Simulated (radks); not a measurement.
Results of a calculation; reference values are marked as such.
Task: These are the eigenvalues of the occupied orbitals of an atom or ion with whole-number occupations (eV). Level of theory: Dirac Kohn-Sham, PBEsol, spin-unpolarised, spherical densities, finite nucleus; Fermi nuclear charge, rms radius of each element as measured or else 0.836 A^(1/3) + 0.57 fm (a radial shooting solver on a logarithmic mesh with Libxc functionals).

| orbital | eigenvalue |
|---|---|
| 1s1/2 | -4447.733 |
| 2s1/2 | -529.7834 |
| 2p1/2 | -447.2789 |
| 2p3/2 | -442.6366 |
| 3s1/2 | -105.4548 |
| 3p1/2 | -83.6567 |
| 3p3/2 | -83.0680 |

Which element is it, and in what charge state? The configuration may be excited. Open shells, if any, fill j = l - 1/2 first.

Result: Z = 21, scandium, charge +4: Sc4+ in [Ne] 3s2 3p5. The list shows which subshells hold electrons but not how many an open one holds; the 1s level, -163.45 hartree, gives Z - s = 18.1 by -(Z - s)^2/2, which with screening and relativity narrows Z to a few neighbours, and the depths of the outer levels then fix element, charge and occupations together.
